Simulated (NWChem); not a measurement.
**Correlation energy of F2Mg**

```xyz
3

Mg     0.0000     0.0000     0.0000
F      0.0000     0.0000     1.7682
F      0.0000     0.0000    -1.7682
```
Charge 0, spin multiplicity 1.

All runs are NWChem calculations. The geometry was optimised at PBE/def2-SVP, a minimum by its harmonic frequencies.

Basis set: cc-pVDZ. Each correlation energy counts from its own Hartree-Fock reference.

The correlated methods keep 7 core orbitals frozen. The structure started from a generated list of species. Coupled-cluster values serve here as a point of comparison, not as the truth.

| method | correlation energy (mHa) |
|---|---|
| MP2 | ? |
| SCS-MP2 | -396.4 |
| CCSD | ? |
| CCSD+T(CCSD) | -420.7 |
| CCSD(T) | -419.1 |
| CR-CCSD[T] | -419.5 |
| CR-CCSD(T) | -418.3 |

Fill in the missing entries.


- MP2, correlation energy (mHa): -412.4
- CCSD, correlation energy (mHa): -413.8
